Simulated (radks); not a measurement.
Question: These are the eigenvalues of the occupied orbitals of an atom or ion with whole-number occupations (eV). All-electron calculation, Dirac Kohn-Sham, LDA (Slater exchange, Perdew-Wang correlation), spin-unpolarised, spherical densities, point nucleus. Program: a radial shooting solver on a logarithmic mesh with Libxc functionals.

1s1/2: -90480.41
2s1/2: -16268.47
2p1/2: -15633.89
2p3/2: -13316.44
3s1/2: -3951.184
3p1/2: -3664.263
3p3/2: -3145.494
3d3/2: -2674.456
3d5/2: -2564.457
4s1/2: -927.6830
4p1/2: -803.0002
4p3/2: -673.9023
4d3/2: -470.9030
4d5/2: -446.6910
4f5/2: -183.1786
4f7/2: -177.5304
5s1/2: -175.5890
5p1/2: -131.4844
5p3/2: -105.4025
5d3/2: -43.0257
5d5/2: -39.6800
6s1/2: -24.3261
6p1/2: -14.7353
6p3/2: -12.0457

Which element is it, and in what charge state? The configuration may be excited. Open shells, if any, fill j = l - 1/2 first.

Answer: Z = 83, bismuth, charge +1: Bi+ in [Xe] 4f13 5d10 6s2 6p3. The list shows which subshells hold electrons but not how many an open one holds; the 1s level, -3325.1 hartree, gives Z - s = 81.5 by -(Z - s)^2/2, which with screening and relativity narrows Z to a few neighbours, and the depths of the outer levels then fix element, charge and occupations together.
